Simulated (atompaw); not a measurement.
**lead (Pb) PAW (atompaw): all-electron and pseudo phase curves**

```json
{"Element": "Pb", "Generator": "atompaw 4.2.0.5", "Type": "PAW", "Functional": "LDA (PW92)", "Relativity": "scalar-relativistic", "Frozen core": "[Xe] 4f14 5d10", "Valence charge": "4", "Reference configuration": "6s2 6p1.5 (charge +0.5)", "Partial waves": "6s (bound): rc 2.80 bohr; 6s channel at 0.55 Ry: rc 1.90 bohr; 6p (bound): rc 2.55 bohr; 6p channel at 1.45 Ry: rc 2.80 bohr; 6d channel at 0.1 Ry: rc 2.80 bohr", "Local potential": "bessel scheme, radius 2.50 bohr", "Core correction": "smooth core density matched at 1.55 bohr", "Augmentation charge": "besselshape compensation charge, radius 2.20 bohr; PAW radius 2.80 bohr; waves and projectors: custom rrkj gramschmidtortho"}
```

The phase is arctan(r·u′/u) with u = r·R(r), unwrapped; energies in Ry, scanned from -3 to 5 Ry. A pole is an energy at which the radial function vanishes at the test radius. The pseudo phase is shifted by a multiple of π to meet the all-electron one at the reference energy, and phase errors are pseudo minus all-electron; the curves can meet again beyond the range given. Levels narrower than the energy grid can be missing from the lists of poles.

**Question.** For each channel, where are the poles, and over which energies does the pseudopotential scatter like the atom?

**Answer.**

| channel | radius (bohr) | reference energy (Ry) | poles, all-electron | poles, pseudo | unbroken range about the reference energy with phases within 0.05 rad | phase error 1 Ry above the reference energy (rad) |
| --- | --- | --- | --- | --- | --- | --- |
| s | 2.80 | -1.16 | -0.27 | -0.27, 2.24 | below 1.7 | -0.000 |
| p | 2.80 | -0.50 | 1.25 | 1.25 | below 4.0 | -0.000 |
| d | 2.80 | 0.10 | -1.74, 3.73 | 2.13 | -1.2 to 0.6 | -0.482 |

Phases in the s channel:

```tsv
E (Ry)	all-electron	pseudo
-3.00	1.276	1.274
-2.76	1.245	1.243
-2.52	1.202	1.200
-2.28	1.138	1.136
-2.04	1.032	1.029
-1.80	0.821	0.818
-1.56	0.305	0.302
-1.32	-0.617	-0.617
-1.08	-1.149	-1.149
-0.84	-1.368	-1.369
-0.60	-1.480	-1.481
-0.36	-1.550	-1.551
-0.12	-1.600	-1.600
0.12	-1.639	-1.640
0.36	-1.674	-1.674
0.60	-1.706	-1.706
0.84	-1.738	-1.738
1.08	-1.773	-1.774
1.32	-1.812	-1.818
1.56	-1.860	-1.880
1.80	-1.922	-2.001
2.04	-2.009	-2.780
2.28	-2.139	-4.783
2.52	-2.355	-4.997
2.76	-2.735	-5.143
3.00	-3.299	-5.325
3.24	-3.802	-5.610
3.48	-4.104	-6.069
3.72	-4.277	-6.620
3.96	-4.384	-7.029
4.20	-4.455	-7.272
4.44	-4.507	-7.418
4.68	-4.546	-7.512
4.92	-4.577	-7.578
```
